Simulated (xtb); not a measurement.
Be(Br)(SMe) (CH3BeBrS), SMILES [Br][Be][S]C. All values are semi-empirical tight-binding results from xtb (GFN2-xTB unless named), good for trends rather than for accurate numbers. Geometry optimised at GFN2-xTB. One conformer was computed; it need not be the lowest.

For metal compounds this method's bond lengths and energies can be far off.

| Quantity | Value |
|---|---|
| orbital gap | 3.79 eV |
| zero-point energy | 25.4 kcal/mol |
| G − E(el) at 298.15 K (modified RRHO) | 5.4 kcal/mol |
